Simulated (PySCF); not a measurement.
Predicted microwave data (PBE0-D3(BJ)/def2-SVP geometry optimisation, gas phase (PySCF)) for one isomer of C6H12BP:

- Rotational constants: A = 2382, B = 1465, C = 1106 MHz
- Dipole components: |μa| = 4.03 D, |μb| = 2.58 D, |μc| = 0.02 D
- Inertial defect: -100.29 u·Å²
- κ: -0.44

Problem. Which candidate fits, each taken in the one conformer that was computed?
A. `[BH3-:1][P+:2]1([CH2:3][C:4]#[CH:5])[CH2:6][CH2:7][CH2:8]1` with B1–P2–C3–C4 179°, B1–P2–C6–C7 131°, P2–C6–C7–C8 -10°, C6–C7–C8–P2 10°, B1–P2–C8–C7 -132°
B. `[BH3-:1][P+:2]1([C:3]#[C:4][CH3:5])[CH2:6][CH2:7][CH2:8]1` with B1–P2–C6–C7 137°, P2–C6–C7–C8 -19°, C6–C7–C8–P2 19°, B1–P2–C8–C7 -137°
C. `[BH3-][P+]1(C)C=CCC=C1`

Solution. A. It is [BH3-][P+]1(CC#C)CCC1, an asymmetric top. The candidates at the same level (rigid rotor, commonest isotopes):

```
                SMILES  A (MHz)  B (MHz)  C (MHz)  μa (D)  μb (D)  μc (D)  Δ (u·Å²)  point group           rotor
 [BH3-][P+]1(C#CC)CCC1     2483     1079    880.5    2.32    5.17    0.01    -97.95            –  asymmetric top
[BH3-][P+]1(C)C=CCC=C1     2696     1352     1239    4.72    0.00    3.79   -153.38           Cs  asymmetric top
 [BH3-][P+]1(CC#C)CCC1     2382     1465     1106    4.03    2.58    0.02   -100.29            –  asymmetric top
```

`[BH3-][P+]1(C)C=CCC=C1` has A 13 % too high; `[BH3-][P+]1(C#CC)CCC1` has B 26 % too low. No structure here is proved a minimum.
